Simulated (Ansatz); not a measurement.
Species: tribromo(chloro)germane, sum formula GeBr3Cl, charge 0, multiplicity 1. 
Geometry from a B3LYP-D3(BJ)/def2-TZVP (Ansatz, an electronic-structure program) optimisation:
```
Ge
Cl 1 2.1437
Br 1 2.2977 2 109.00
Br 1 2.2977 2 109.00 3 -120.00
Br 1 2.2977 2 109.00 4 -120.00
```
Charge 0, spin multiplicity 1.

Dipole moments at this geometry, in debye (magnitudes).

```csv
level,program,dipole (D)
SVWN5/def2-TZVPD,Ansatz,0.31
PBE/def2-TZVPD,Ansatz,0.33
revPBE/def2-TZVPD,Ansatz,0.32
LC-wPBE/def2-TZVPD,Ansatz,0.33
wB97X-V/def2-TZVPD,Ansatz,0.32
CCSD(T)/def2-SVPD,Ansatz,0.38
```
